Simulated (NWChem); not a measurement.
Species: CH5ClO2Si; SMILES Cl[Si@@H](CO)O

```xyz
10

O      0.4977    -2.2495    -0.0820
C     -0.5988    -1.4768     0.3426
Si    -0.5344     0.2584    -0.3921
O     -1.6541     1.3061     0.2255
Cl     1.4074     0.8875     0.0640
H      1.3007    -1.7584     0.1342
H     -0.6866    -1.4229     1.4492
H     -1.5170    -1.9794    -0.0068
H     -0.6948     0.2974    -1.8628
H     -1.6443     1.4828     1.1710
```
Atoms are numbered in this order, from 1.

Level: PBE0/def2-SVP (NWChem), optimised geometry, unscaled harmonic frequencies. 

```
frequency (cm⁻¹)  IR intensity (km/mol)
----------------  ---------------------
96                                  5.4
132                                 4.6
192                                19.3
256                                43.2
297                               105.0
339                                 6.6
434                               129.9
513                                75.7
675                                 6.3
713                                83.2
788                                96.7
859                               138.4
865                               179.1
931                               115.5
1113                               85.7
1168                               25.3
1291                                1.5
1389                               42.9
1448                                7.6
2310                               96.3
2986                               40.9
3102                                8.6
3835                               49.4
3932                              118.1
```

```
Property                                                                            Value
-----------------------------------------------------------------------  ----------------
zero-point energy                                                           42.4 kcal/mol
thermal correction to the enthalpy at 298.15 K (with zero-point energy)     47.5 kcal/mol
heat capacity Cv                                                         24.1 cal/(mol K)
entropy at 298.15 K and 1 atm (symmetry number 1)                        83.4 cal/(mol K)
dipole moment                                                                      2.12 D
```

Rigid rotor and harmonic oscillator; modes under 100 cm⁻¹ make the entropy uncertain.
